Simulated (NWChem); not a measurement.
Everything below was run with NWChem. System: H$_{4}$PSi, charge 0, spin multiplicity 2, at a geometry optimised with UPBE/def2-SVP. The structure started from a generated list of species. Its SCF solution wasn't tested for a lower state. Level: UMP2/def2-TZVP, 10 core orbitals frozen.

Output (cleaned and shortened):

```
             Northwest Computational Chemistry Package (NWChem) 7.3.0
             --------------------------------------------------------

                                NWChem Input Module
                                -------------------

 Scaling coordinates for geometry "geometry" by  1.889725989
 (inverse scale =  0.529177249)

 Turning off AUTOSYM since
 SYMMETRY directive was detected!

                             Geometry "geometry" -> ""
                             -------------------------

 Output coordinates in angstroms (scale by  1.889725989 to convert to a.u.)

  No.       Tag          Charge          X              Y              Z
 ---- ---------------- ---------- -------------- -------------- --------------
    1 Si                  14.0000    -0.42189100     1.06989800     0.00000000
    2 P                   15.0000     0.43585800    -1.03304200     0.00000000
    3 H                    1.0000     0.09585100     1.78944400     1.22491000
    4 H                    1.0000     0.09585100     1.78944400    -1.22491000
    5 H                    1.0000    -0.41155500    -1.53091200     1.05299000
    6 H                    1.0000    -0.41155500    -1.53091200    -1.05299000

 Effective nuclear repulsion energy (a.u.)      81.2027444029

            Nuclear Dipole moment (a.u.)
            ----------------------------
        X                 Y               Z
 ---------------- ---------------- ----------------
    -0.0000226767     0.0000113384     0.0000000000

      Symmetry information
      --------------------

 Group name             Cs
 Group number              2
 Group order               2
 No. of unique centers     4

      Symmetry unique atoms

     1    2    3    5


 Summary of "ao basis" -> "" (spherical)
 ------------------------------------------------------------------------------
       Tag                 Description            Shells   Functions and Types
 ---------------- ------------------------------  ------  ---------------------
 *                         def2-tzvp                  on all atoms

 Summary of "ao basis" -> "ao basis" (spherical)
 ------------------------------------------------------------------------------
       Tag                 Description            Shells   Functions and Types
 ---------------- ------------------------------  ------  ---------------------
 Si                        def2-tzvp                13       37   5s5p2d1f
 P                         def2-tzvp                13       37   5s5p2d1f
[...]
     2   0 2 0    -22.579772    -91.754802    -84.826346    154.001376
     2   0 1 1     -0.000000      0.000000     -0.000000      0.000000
     2   0 0 2    -21.637161    -20.936136    -19.336213     18.635188

                   NWChem MP2 Semi-direct Energy/Gradient Module
                   ---------------------------------------------

  Basis functions       =     98
  Molecular orbitals    =     98
  Frozen core           =     10
  Frozen virtuals       =      0
  Active alpha occupied =      7
  Active beta occupied  =      6
  Active alpha virtual  =     81
  Active beta virtual   =     82
  Use MO symmetry       = T
  Use skeleton AO sym   = T

  AO/Fock/Back tols     =   1.0D-09  1.0D-09  1.0D-09

 GA uses MA = F    GA memory limited = T

 Available:
  local mem=  1.26D+08
 global mem=  1.44D+08
 local disk=  0.00D+00
  mp2_memr nvloc                    81
  nvloc new                    81
   1 passes of   7:        5242880                      47930                   9204395.
   1 passes of   7: M    126151651           G      144159992           F     120908771.

 Semi-direct pass number   1 of   1  for UHF alpha       at        1.6s
  vrange nnbf                  4766
  mp2_eaftype                    35  avail_ma_in_mb                  1099
 EAF : mp2_eaftype filesize          35    4602198.
  mp2_eaf for mointskh                     35
Node 0 wrote     21.6 Mb in      0.0 s     Agg I/O rate:  6241.7 Mb/s
 Done moints_semi at        3.0s
  mp2_eaftype                    35  avail_ma_in_mb                  1064
 EAF : mp2_eaftype filesize          35    4602198.
  mp2_eaf for kh                    35
 Done maket at        3.0s
 Done multipass loop at        3.0s

 GA uses MA = F    GA memory limited = T

 Available:
  local mem=  1.26D+08
 global mem=  1.44D+08
 local disk=  0.00D+00
  mp2_memr nvloc                    82
  nvloc new                    82
   1 passes of   6:        5242880                      44182                   7989065.
   1 passes of   6: M    126151651           G      144159992           F     120908771.

 Semi-direct pass number   1 of   1  for UHF beta        at        3.0s
  vrange nnbf                  4766
  mp2_eaftype                    30  avail_ma_in_mb                  1099
 EAF : mp2_eaftype filesize          30    3994532.
  mp2_eaf for mointskh                     30
Node 0 wrote     18.8 Mb in      0.0 s     Agg I/O rate:  6149.3 Mb/s
 Done moints_semi at        4.3s
  mp2_eaftype                    30  avail_ma_in_mb                  1069
 EAF : mp2_eaftype filesize          30    3994532.
  mp2_eaf for kh                    30
 Done maket at        4.4s
 Done multipass loop at        4.4s

          -------------------------------------------
          SCF energy                -631.978114861495
          Correlation energy          -0.251284533891
          Singlet pairs                0.000000000000
          Triplet pairs                0.000000000000
          Total MP2 energy          -632.229399395387
          -------------------------------------------

          ---------------------------------------------------
                    Spin Component Scaled (SCS) MP2
          Same spin pairs                     -0.045884135034
          Same spin scaling factor             0.333333333333
          Opposite spin pairs                 -0.205400398857
          Opposite spin scaling fact.          1.200000000000
          SCS-MP2 correlation energy          -0.261775190306
          Total SCS-MP2 energy              -632.239890051801
          ---------------------------------------------------

 -----------------------
 Performance information
 -----------------------

 Timer overhead =  1.29D-07 seconds/call

               Nr. of calls         CPU time (s)                 Wall time (s)                GFlops
             ---------------    -------------------     ------------------------------   -------------------
Name         Min   Avg   Max    Min     Avg     Max     Min     Avg     Max   Mx/calls   Min     Max     Sum
mp2: moin     2     2     2    2.7     2.7     2.7      2.7     2.7     2.7     1.3      0.0     0.0     0.0
mp2: make     2     2     2   0.11    0.11    0.11     0.11    0.11    0.11    5.27E-2   0.0     0.0     0.0
mp2: tota     1     1     1    2.8     2.8     2.8      2.8     2.8     2.8     2.8      0.0     0.0     0.0

 The average no. of pstat calls per process was 5.00D+00
 with a timing overhead of 6.44D-07s

 Task  times  cpu:        4.4s     wall:        4.4s

 Total times  cpu:        4.4s     wall:        4.4s
```

Question: Write an NWChem input that would produce this output.

Answer: Several could match; the one computed here: 
```
start mol
memory heap 200 mb stack 900 mb global 1100 mb
geometry units angstroms nocenter noautoz
  Si    -0.421891     1.069898     0.000000
  P      0.435858    -1.033042     0.000000
  H      0.095851     1.789444     1.224910
  H      0.095851     1.789444    -1.224910
  H     -0.411555    -1.530912     1.052990
  H     -0.411555    -1.530912    -1.052990
  symmetry group Cs
end
basis spherical
  * library def2-tzvp
end
scf
  uhf
  nopen 1
  maxiter 100
  thresh 1e-7
  semidirect memsize 60000000 filesize 0
  # guess.movecs holds the orbitals of an unrestricted PBE0 run
  vectors input guess.movecs output mol.movecs
end
mp2
  freeze core 10
end
task mp2 energy
```
